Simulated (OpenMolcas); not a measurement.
## How methods differ on SnH3OF (SMILES [OH][SnH2][F])

SnH3OF has 6 atoms, charge 0, and is taken as a singlet. SMILES: `[OH][SnH2][F]`. The coordinates come from a PBE0-D4/def2-TZVP relaxation. This is one conformer, not always the lowest.

```xyz
6

O    -1.4144   -0.3330   -0.4250
Sn    0.3023    0.2559    0.2837
F     1.4091   -1.3151    0.3021
H    -1.3686   -0.6857   -1.3167
H     1.0961    1.3171   -0.7821
H     0.0175    0.6967    1.8919
```

Each level gives the dipole moment (D). The values are calculated.

```csv
level,kind,program,value (D),CPU time
HF/def2-SVPD (core potential),Hartree–Fock,OpenMolcas,2.75,14 s
SVWN5/def2-SVPD (core potential),LDA,OpenMolcas,2.44,35 s
BLYP/def2-SVPD (core potential),GGA,OpenMolcas,2.38,43 s
PBE/def2-SVPD (core potential),GGA,OpenMolcas,2.36,42 s
TPSS/def2-SVPD (core potential),meta-GGA,OpenMolcas,2.32,53 s
B3LYP/def2-SVPD (core potential),global hybrid,OpenMolcas,2.51,37 s
M06-2X/def2-SVPD (core potential),hybrid meta-GGA,OpenMolcas,2.56,45 s
PBE0/def2-SVPD (core potential),global hybrid,OpenMolcas,2.51,36 s
```

The values span 2.32 to 2.75 D. Magnitudes only. CPU times are rough (shared hosts, several kinds of processor and program).
